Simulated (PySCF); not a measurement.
C3H6OSi, SMILES O=C1CC[SiH2]1.

The structure is a stationary point at PBE-D3(BJ)/def2-SVP. A frequency run showed that this geometry is not a minimum. This is a generated structure with no PubChem entry under its InChIKey; it may be hypothetical.

Computed with TDA-PBE/def2-SVPD (PySCF).

Vertical excitations. Isolated molecule, no solvent.

```tsv
state	energy (eV)	λ (nm)	f	main pairs
S1	3.07	404	0.002	HOMO→LUMO 99 %
S2	4.73	262	0.058	HOMO→LUMO+1 94 %
S3	4.95	250	0.001	HOMO−1→LUMO 99 %
S4	5.24	237	0.011	HOMO→LUMO+2 99 %
S5	5.89	211	0.000	HOMO−2→LUMO 70 %, HOMO→LUMO+3 25 %
S6	6.32	196	0.155	HOMO→LUMO+3 51 %, HOMO→LUMO+4 17 %, HOMO−2→LUMO 13 %
S7	6.41	193	0.013	HOMO→LUMO+4 81 %
S8	6.45	192	0.001	HOMO−3→LUMO 98 %
S9	6.54	190	0.027	HOMO→LUMO+5 79 %
S10	6.66	186	0.027	HOMO−4→LUMO 68 %, HOMO−5→LUMO 12 %
T1	2.40	516	0	HOMO→LUMO 100 %
T2	4.24	292	0	HOMO→LUMO+1 99 %
T3	4.73	262	0	HOMO−1→LUMO 100 %
T4	5.10	243	0	HOMO→LUMO+2 99 %
```
Triplets are in the Tamm–Dancoff approximation.
